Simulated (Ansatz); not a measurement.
`CC#[C][GeH2][NH2]`, relaxed with RKS PBE-D4/def2-SVP in the Gaussian-basis code of Ansatz from a rough embedded geometry. The force threshold is 0.03 eV/Å; the program also tests the step.

The species carries charge 0 and has multiplicity 1.

Start:

```xyz
12

C     1.751    0.980   -1.863
C     0.983    0.416   -0.754
C     0.335   -0.020    0.157
Ge   -0.679   -0.621    1.717
N    -2.467   -0.850    1.133
H     1.169    0.815   -2.803
H     2.023    1.995   -1.686
H     2.688    0.325   -1.940
H    -0.056   -2.012    2.108
H    -0.560    0.371    2.822
H    -2.431   -1.490    0.301
H    -2.755    0.092    0.809
```

```tsv
step	energy (eV)	largest force (eV/Å)	largest move (Å)
1	-61206.4518	2.523	0.000
2	-61206.7211	0.917	0.166
3	-61206.7518	0.228	0.039
4	-61206.7561	0.092	0.019
5	-61206.7576	0.037	0.014
6	-61206.7580	0.015	0.020
```

End:

```xyz
12

C     1.822    0.949   -1.889
C     1.049    0.445   -0.764
C     0.398    0.018    0.191
Ge   -0.673   -0.636    1.638
N    -2.467   -0.874    1.213
H     1.250    0.877   -2.838
H     2.097    2.016   -1.745
H     2.764    0.376   -2.023
H    -0.130   -2.019    2.073
H    -0.621    0.391    2.795
H    -2.588   -1.547    0.445
H    -2.902    0.004    0.904
```

Hardware: 4 threads of an Intel Xeon 6975P-C on a shared host. Wall time 6 s, peak host memory 0.18 GiB.
